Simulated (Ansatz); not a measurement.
Species: difluoro(dimethyl)germane, C₂H₆F₂Ge, net charge 0, singlet state. SMILES: [CH3][Ge]([CH3])([F])[F]
Geometry from a B3LYP-D3(BJ)/def2-TZVP (Ansatz, a program for electronic structure) optimisation:
```
Ge
F 1 1.7484
F 1 1.7484 2 103.71
C 1 1.9382 2 107.58 3 -113.79
H 4 1.0888 1 108.93 2 55.58
H 4 1.0895 5 109.25 1 -120.24
H 4 1.0895 5 109.25 6 -119.52
C 1 1.9382 2 107.58 3 113.79
H 8 1.0888 1 108.93 2 -55.58
H 8 1.0895 9 109.25 1 120.24
H 8 1.0895 9 109.25 10 119.52
```
Charge 0, spin multiplicity 1.

Quantity: vertical ionisation energy (to the doublet state of charge +1; each state is the SCF solution reached for its spin), in eV. Correlated levels leave the core frozen unless marked. Open shells are spin-unrestricted. No spin-orbit coupling. The frozen core is the preceding noble-gas configuration, with the filled d and f shells of earlier blocks. No relativistic terms. Basis-set limits of correlation are two-point, X^-3; Hartree-Fock from the larger set. [CCSD(T)-MP2]/basis is that difference in the basis named.

RI-MP2/CBS(aug-cc-pVTZ,aug-cc-pVQZ)+[CCSD(T)-MP2]/aug-cc-pVTZ (Ansatz) gives 11.57 eV.

Question: Another calculation gave 11.32 eV. Which level was it?
A) r2SCAN/def2-TZVPD (Ansatz)
B) BHLYP/def2-TZVPD (Ansatz)
C) B2PLYP/def2-TZVPD (Ansatz)
D) PBE0/def2-TZVPD (Ansatz)

Answer: B, BHLYP/def2-TZVPD (Ansatz). The others give 11.09 (PBE0), 10.83 (r2SCAN), 11.20 (B2PLYP) eV.
